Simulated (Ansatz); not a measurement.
Basis sets compared for Li5Br4. Total charge 0; doublet. Geometry PBE-D4/def2-SVP. Ansatz on 4 threads of Arm Neoverse N1 on a shared host; times are rough, and most runs start from earlier orbitals.

Cartesian coordinates in Å:
```
Li 0.876 -0.060 1.774
Li 1.998 -1.186 -0.786
Li 0.194 1.064 -1.663
Li -1.314 2.394 1.056
Li -0.692 -2.184 -0.594
Br 0.984 -2.487 1.093
Br 0.274 -1.279 -2.593
Br -1.600 2.542 -1.261
Br -0.720 1.196 2.974
```

Another isomer (doublet) lies 0.34 eV lower at PBE0-D4/def2-TZVP; other spin states weren't run for this one.

Binding counts from free atoms (Li doublet, Br doublet) in the same basis, without a counterpoise term.

```json
{"level": "PBE-D4/def2-SVP", "functions": "173", "energy (Eh)": "-10331.7688", "HOMO (eV)": "-3.29", "LUMO (eV)": "-2.22", "binding per atom (eV)": "2.63", "wall time": "10 s"}
{"level": "PBE0-D4/def2-SVP", "functions": "173", "energy (Eh)": "-10332.1600", "HOMO (eV)": "-3.97", "LUMO (eV)": "-1.65", "binding per atom (eV)": "2.62", "wall time": "19 s"}
```

Q: Estimate the rows for PBE-D4/def2-TZVP (with forces), PBE0-D4/def2-TZVP.

A: 
```tsv
level	functions	energy (Eh)	HOMO (eV)	LUMO (eV)	binding per atom (eV)	wall time
PBE-D4/def2-TZVP (with forces)	262	-10333.0364	-3.38	-2.32	2.55	17 s
PBE0-D4/def2-TZVP	262	-10333.4246	-4.05	-1.74	2.55	36 s
```
